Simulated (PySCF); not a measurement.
Isomers of C4H5FSi. Computed with PySCF 2.14.0, PBE0-D3(BJ)/def2-SVP geometry optimisation, gas phase. Energies are electronic, without zero-point or thermal terms, for one conformer each. No frequencies were run at this level. Point groups hold within 0.08 Å.

Task: Rank from lowest to highest electronic energy at this level (kJ/mol).
A. `FC1=CC=C[SiH2]1`
B. `FC1=C[SiH2]C=C1`

Result: B (0.0), A (28.5).

```tsv
SMILES	E (Eh)	E rel (kJ/mol)	dipole (D)	point group	A, B, C (MHz)
FC1=C[SiH2]C=C1	-544.05071	0.0	1.07	Cs	6202, 2383, 1757
FC1=CC=C[SiH2]1	-544.03984	28.5	1.29	Cs	4823, 2819, 1817
```

Task: As an exercise, what shares would exp(−E/RT) give at 1000 K from these electronic energies alone (no entropy, no degeneracies)?

Result: RT = 8.314 kJ/mol: FC1=C[SiH2]C=C1 96.9 %, FC1=CC=C[SiH2]1 3.1 %.

***

Isomers of C8H6BrN. Method: PySCF, PBE0-D3(BJ)/def2-SVP geometry optimisation, gas phase. Energies are electronic, without zero-point or thermal terms, for one conformer each. No frequencies were run at this level. Point groups hold within 0.08 Å.

Question: Rank from lowest to highest electronic energy at this level (kJ/mol).
A. `Brc1cccc2cc[nH]c12`
B. 5-bromoindole, `Brc1ccc2[nH]ccc2c1`

Answer: A (0.0), B (6.3).

Neighbours under 10 kJ/mol apart (Brc1cccc2cc[nH]c12 and Brc1ccc2[nH]ccc2c1) can change places with a better method, another conformer or zero-point energy.

```tsv
SMILES	E (Eh)	E rel (kJ/mol)	dipole (D)	point group	A, B, C (MHz)
Brc1cccc2cc[nH]c12	-2936.11007	0.0	1.64	Cs	1727, 734.0, 515.0
Brc1ccc2[nH]ccc2c1	-2936.10769	6.3	4.18	Cs	3328, 464.4, 407.5
```
